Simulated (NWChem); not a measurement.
All runs are NWChem calculations. System: F5Sb, charge 0, spin multiplicity 1, at a geometry optimised with B3LYP/def2-SVP with def2 effective core potentials on Sb. The structure started from a generated list of species. Level: RHF/def2-SVP with def2 effective core potentials on Sb.

The NWChem input:

```
start mol
memory heap 200 mb stack 900 mb global 1100 mb
geometry units angstroms nocenter noautoz
  Sb     0.000000     0.000000     0.000814
  F     -1.904657     0.000000     0.005924
  F      1.904657     0.000000     0.005924
  F      0.000000    -1.646638     0.938641
  F      0.000000     0.000000    -1.893744
  F      0.000000     1.646638     0.938641
  symmetry group C2v
end
basis spherical
  * library def2-svp
end
ecp
  Sb library def2-ecp
end
scf
  rhf
  nopen 0
  maxiter 100
  thresh 1e-7
  semidirect memsize 60000000 filesize 0
end
task scf energy
```

Part of the output:

```
             Northwest Computational Chemistry Package (NWChem) 7.3.0
             --------------------------------------------------------

                                NWChem Input Module
                                -------------------

 Scaling coordinates for geometry "geometry" by  1.889725989
 (inverse scale =  0.529177249)

 Turning off AUTOSYM since
 SYMMETRY directive was detected!

                             Geometry "geometry" -> ""
                             -------------------------

 Output coordinates in angstroms (scale by  1.889725989 to convert to a.u.)

  No.       Tag          Charge          X              Y              Z
 ---- ---------------- ---------- -------------- -------------- --------------
    1 Sb                  51.0000     0.00000000     0.00000000     0.00081400
    2 F                    9.0000    -1.90465700     0.00000000     0.00592400
    3 F                    9.0000     1.90465700     0.00000000     0.00592400
    4 F                    9.0000     0.00000000    -1.64663800     0.93864100
    5 F                    9.0000     0.00000000     0.00000000    -1.89374400
    6 F                    9.0000     0.00000000     1.64663800     0.93864100

 Effective nuclear repulsion energy (a.u.)     785.7675820741

            Nuclear Dipole moment (a.u.)
            ----------------------------
        X                 Y               Z
 ---------------- ---------------- ----------------
     0.0000000000     0.0000000000    -0.0000226767

      Symmetry information
      --------------------

 Group name             C2v
 Group number             16
 Group order               4
 No. of unique centers     4

      Symmetry unique atoms

     1    2    4    5


 Summary of "ao basis" -> "" (spherical)
 ------------------------------------------------------------------------------
       Tag                 Description            Shells   Functions and Types
 ---------------- ------------------------------  ------  ---------------------
 *                          def2-svp                  on all atoms

 Summary of "ao basis" -> "ao basis" (spherical)
[...]
    74     -0.225327  5 F  pz                59     -0.200514  4 F  py
    87      0.200514  6 F  py                21      0.170602  1 Sb d  2
    77      0.166930  5 F  pz

 Vector   35  Occ=0.000000D+00  E=-2.431650D-02  Symmetry=a1
              MO Center= -2.3D-16, -1.0D-16,  1.1D-02, r^2= 2.8D+00
   Bfn.  Coefficient  Atom+Function         Bfn.  Coefficient  Atom+Function
  ----- ------------  ---------------      ----- ------------  ---------------
     3      0.745617  1 Sb s                  4      0.730824  1 Sb s
     1     -0.351622  1 Sb s                  2     -0.262960  1 Sb s
    77     -0.248031  5 F  pz                57     -0.228391  4 F  s
    85     -0.228391  6 F  s                 71     -0.226122  5 F  s
    74      0.219049  5 F  pz                62     -0.217601  4 F  py

 Vector   36  Occ=0.000000D+00  E= 1.186554D-01  Symmetry=a1
              MO Center= -7.1D-18,  4.3D-15,  2.9D-01, r^2= 3.4D+00
   Bfn.  Coefficient  Atom+Function         Bfn.  Coefficient  Atom+Function
  ----- ------------  ---------------      ----- ------------  ---------------
    16      0.907545  1 Sb pz                13      0.462851  1 Sb pz
    71      0.370227  5 F  s                 77      0.189011  5 F  pz
    57     -0.181077  4 F  s                 85     -0.181077  6 F  s
    10     -0.173326  1 Sb pz                74     -0.170234  5 F  pz
    24      0.160629  1 Sb d  0              62     -0.152533  4 F  py

 Vector   37  Occ=0.000000D+00  E= 1.216609D-01  Symmetry=b2
              MO Center=  4.3D-17,  1.6D-15, -3.0D-01, r^2= 3.4D+00
   Bfn.  Coefficient  Atom+Function         Bfn.  Coefficient  Atom+Function
  ----- ------------  ---------------      ----- ------------  ---------------
    15      0.915511  1 Sb py                12      0.460779  1 Sb py
    57      0.323504  4 F  s                 85     -0.323504  6 F  s
    23     -0.184243  1 Sb d -1               9     -0.172913  1 Sb py
    76     -0.172247  5 F  py                73      0.168495  5 F  py
    63     -0.155269  4 F  pz                91      0.155269  6 F  pz

 center of mass
 --------------
 x =   0.00000000 y =   0.00000000 z =   0.00009416

 moments of inertia (a.u.)
 ------------------
         730.771378599792           0.000000000000           0.000000000000
           0.000000000000         855.103439383634           0.000000000000
           0.000000000000           0.000000000000         860.150992011636

  Mulliken analysis of the total density
  --------------------------------------

    Atom       Charge   Shell Charges
 -----------   ------   -------------------------------------------------------
    1 Sb  23    20.58   2.10 -0.09  0.84 -0.04  2.98  3.04  1.07  0.14  9.89  0.65
    2 F    9     9.49   1.99  1.12  0.85  3.30  2.23  0.00
    3 F    9     9.49   1.99  1.12  0.85  3.30  2.23  0.00
    4 F    9     9.48   1.99  1.12  0.85  3.29  2.22  0.00
    5 F    9     9.48   1.99  1.12  0.85  3.29  2.22  0.00
    6 F    9     9.48   1.99  1.12  0.85  3.29  2.22  0.00

       Multipole analysis of the density wrt the origin
       ------------------------------------------------

     L   x y z        total         open         nuclear
     -   - - -        -----         ----         -------
     0   0 0 0     -0.000000      0.000000     68.000000

     1   1 0 0      0.000000      0.000000      0.000000
     1   0 1 0     -0.000000      0.000000      0.000000
     1   0 0 1      0.008444      0.000000     -0.043093

     2   2 0 0    -42.741051      0.000000    233.186676
     2   1 1 0     -0.000000      0.000000      0.000000
     2   1 0 1      0.000000      0.000000      0.000000
     2   0 2 0    -38.952149      0.000000    174.287582
     2   0 1 1      0.000000      0.000000      0.000000
     2   0 0 2    -38.828394      0.000000    171.896354

 Task  times  cpu:        1.1s     wall:        1.1s

 Total times  cpu:        1.2s     wall:        1.2s
```
